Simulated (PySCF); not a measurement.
Magnetic susceptibility: SMILES CC(C)c1cnn[nH]1, C$_{5}$H$_{9}$N$_{3}$

Cartesian coordinates in Å; atom numbers follow the order of the lines, from 1:
```xyz
17

C    -1.2888    1.2323   -0.3554
C    -0.6553   -0.1608   -0.3947
C    -1.3121   -1.0856    0.6333
C     0.8089   -0.0642   -0.1343
C     1.5457    0.3849    0.9430
N     2.8534    0.2494    0.6534
N     2.9802   -0.2467   -0.5144
N     1.7635   -0.4478   -1.0177
H    -1.1689    1.6713    0.6319
H    -0.8179    1.8901   -1.0830
H    -2.3507    1.1683   -0.5809
H    -0.7992   -0.5871   -1.3954
H    -1.1952   -0.6789    1.6347
H    -2.3737   -1.1871    0.4209
H    -0.8568   -2.0734    0.6078
H     1.2205    0.7852    1.8802
H     1.6394   -0.8379   -1.9392
```

Theory: GIAO KT3/pcSseg-1 magnetisability, rotational g tensor and spin-rotation constants, non-relativistic, gas phase (PySCF 2.14.0). Geometry: GFN2-xTB.

(1) How diamagnetic is it, and how anisotropic?

(2) Split it along the inertial axes a, b, c into diamagnetic and paramagnetic parts about the centre of mass, with the quadrupole moment.

(3) And the rotational g tensor?

## Answers

(1) Isotropic -1193 × 10⁻³⁰ J/T², or -71.8 × 10⁻⁶ cm³/mol; principal values -1699, -1032, -847 × 10⁻³⁰ J/T², anisotropy 776 × 10⁻³⁰ J/T² (root of half the summed squared differences of the principal values). The susceptibility is in cgs units.

(2) 
```
axis  χ (10⁻⁶ cm³/mol)  diamagnetic (10⁻⁶ cm³/mol)  paramagnetic (10⁻⁶ cm³/mol)  summed x² of all electrons (Å²)  quadrupole Θ (D Å)
   a             -62.1                      -381.9                        319.8                            187.2              -12.32
   b             -51.1                      -985.5                        934.4                             44.9              +10.90
   c            -102.3                      -984.7                        882.4                             45.1               +1.41
```
Anisotropies 2χaa − χbb − χcc = +29.1 and 2χbb − χaa − χcc = +62.3 × 10⁻⁶ cm³/mol. Θ is traceless in Buckingham's convention.

(3) 
```tsv
axis	rotational constant (GHz)	g	nuclear part	electronic part
a	4.5066	-0.0403	0.6367	-0.6770
b	1.3743	-0.0283	0.5750	-0.6033
c	1.3594	+0.0083	0.5718	-0.5635
```
Asymmetric top; isotopes 12C, 1H, 14N; no vibrational averaging.
